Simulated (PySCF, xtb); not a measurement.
YOF, SMILES [O]=[Y][F].

GFN2-xTB (xtb 6.7.1) at its own geometry gives an orbital gap of 1.33 eV and a dipole moment of 6.55 D.

The structure is a stationary point at PBE0-D3(BJ)/def2-TZVP. The def2 effective core potentials stand for the cores of Y; spin–orbit coupling is left out.

Task: What does PySCF with PBE0/def2-TZVPD give? (Estimate from the structure and the level; the computed values follow.)

Result: gap 4.38 eV (levels -6.76 and -2.37 eV), dipole 7.73 D.
